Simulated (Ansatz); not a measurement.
Abridged output of a molecular run in Ansatz:

```
Functional definition: HF
2053 factors; integrals over basis functions are off by at most 1.5e-3 eV
mean field evaluation 1: about -13714.0279 eV, gradient 7.1e1 eV
mean field evaluation 2: about -13714.2543 eV, gradient 7.1e1 eV
mean field evaluation 4: about -13724.0000 eV, gradient 5.2e0 eV
mean field evaluation 8: about -13724.1132 eV, gradient 1.4e-1 eV
mean field -13724.11327800 eV, -504.3518604286 hartree, gradient 2.2e-6 eV, S^2 0.000000; 0 other end points of the search recorded, 0 dependent functions left out
8 core orbitals not correlated: weight in the atoms' cores, before any rotation towards them, 1.000 or more for the frozen orbitals, at most 0.000 for the correlated occupied ones
reference -13724.11327800 eV, -504.3518604286 hartree; 32, 32 occupied and 163, 163 virtual orbitals, 2053 factors
second order -42.67983748 eV of doubles, -0.00000000 eV of singles
cycle   1  -43.01668275 eV  change   -3.4e-1 eV  update   1.9e-1
cycle   2  -44.09455007 eV  change    -1.1e0 eV  update   6.5e-2
cycle   3  -44.46798294 eV  change   -3.7e-1 eV  update   3.4e-2
cycle   4  -44.46645688 eV  change    1.5e-3 eV  update   8.6e-3
cycle   5  -44.45587782 eV  change    1.1e-2 eV  update   3.3e-3
cycle   6  -44.45661839 eV  change   -7.4e-4 eV  update   1.0e-3
cycle   7  -44.45613639 eV  change    4.8e-4 eV  update   3.4e-4
cycle   8  -44.45584231 eV  change    2.9e-4 eV  update   1.0e-4
cycle   9  -44.45586312 eV  change   -2.1e-5 eV  update   3.6e-5
perturbative correction -1.29434635 eV, -0.0475663509 hartree
Total energy: -13769.86348747 eV, -506.0331496157 hartree
```

Its atoms:

Cartesian coordinates in Å:
```
C -0.1931 2.4272 2.1780
C -0.6759 0.9969 2.0678
O 0.1724 0.2292 1.2779
Zr 1.4150 -0.6636 0.1153
O 2.1240 -2.2314 1.0006
O 2.8394 0.5546 -0.3618
O 0.4585 -1.1880 -1.4695
C -0.4536 -1.4106 -2.4948
C -1.8296 -0.8872 -2.1418
H -0.1436 2.8930 1.1911
H -0.8712 3.0139 2.8034
H 0.8040 2.4622 2.6224
H -1.6860 0.9743 1.6375
H -0.7429 0.5460 3.0667
H 2.2972 -3.0826 1.3875
H 3.6171 1.0403 -0.6130
H -0.5048 -2.4874 -2.7024
H -0.0918 -0.9249 -3.4105
H -2.5331 -1.0718 -2.9580
H -2.2079 -1.3786 -1.2425
H -1.7943 0.1885 -1.9539
```

Question: Which basis set was used?
A. cc-pV(T+d)Z
B. def2-TZVPP
C. def2-TZVPPD
D. def2-SVP

Answer: D. It gives 203 functions.

Question: Write the keys of the input that set method, charge and spin (a neutral closed shell needs none for the last two).

Answer: 
```yaml
correlation: {method: ccsd_t}
```
